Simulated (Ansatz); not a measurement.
Geometry optimisation, Ansatz, RKS PBE/def2-SVP.

Input file:

```yaml
crystal:
  periodic: [false, false, false]
  atoms:
    - { symbol: Sn, position_ang: [-0.08629, -0.166721, -0.093059] }
    - { symbol: H, position_ang: [-0.201133, -0.002742, 1.63505] }
    - { symbol: H, position_ang: [1.513525, -0.037627, -0.700303] }
    - { symbol: Cl, position_ang: [-1.391774, 1.586874, -1.016949] }
    - { symbol: H, position_ang: [-0.87387, -1.630013, -0.565018] }
    - { symbol: F, position_ang: [1.313544, 2.067058, 1.482847] }
    - { symbol: H, position_ang: [0.653799, 1.617371, 1.963632] }
basis:
  gaussian: { orbitals: def2-SVP }
hamiltonian:
  xc: pbe
relax:
  f_tol: 0.03
  max_steps: 50
output:
  orbitals: {}
```

Launched with:

```bash
$ ansatz run input.yaml --threads 1 --pin off --max-ram 2048MiB --backend cpu --events-out ev --progress --plain --runs-dir out
```

Problem. Where does it end, and by what steps?

Solution. The forces met the threshold. After 20 steps the energy has fallen by 0.283 eV; H7 moved furthest, 1.13 Å.

| step | energy less start (eV) | largest force component (eV/Å) | accepted |
| --- | --- | --- | --- |
| 0 | 0.0000 | 0.266 | yes |
| 1 | 0.0012 | 0.119 | no |
| 2 | -0.0043 | 0.102 | yes |
| 3 | -0.0046 | 0.213 | yes |
| 4 | -0.0065 | 0.127 | yes |
| 5 | -0.0075 | 0.096 | yes |
| 6 | 0.0112 | 1.335 | no |
| 7 | -0.0098 | 0.339 | yes |
| 8 | -0.0122 | 0.577 | yes |
| 9 | -0.0056 | 1.208 | no |
| 10 | -0.0233 | 0.313 | yes |
| 11 | -0.0322 | 0.295 | yes |
| 12 | -0.0437 | 0.594 | yes |
| 13 | -0.0535 | 1.363 | yes |
| 14 | -0.1155 | 0.172 | yes |
| 15 | -0.1694 | 0.946 | yes |
| 16 | -0.2148 | 1.391 | yes |
| 17 | -0.2677 | 0.161 | yes |
| 18 | -0.2708 | 0.137 | yes |
| 19 | -0.2812 | 0.060 | yes |
| 20 | -0.2830 | 0.028 | yes |

```xyz
7
Properties=species:S:1:pos:R:3
Sn -0.013 -0.345 0.060
H -0.202 -0.734 1.722
H 1.599 -0.170 -0.502
Cl -1.100 1.793 -0.278
H -0.952 -1.377 -0.960
F 1.171 1.974 1.581
H 0.426 2.293 1.083
```

Whether the end is a true minimum wasn't checked by a vibrational analysis.

Run time: 38 s on 1 thread of Arm Neoverse V2, on a shared host, peak memory 0.14 GiB.
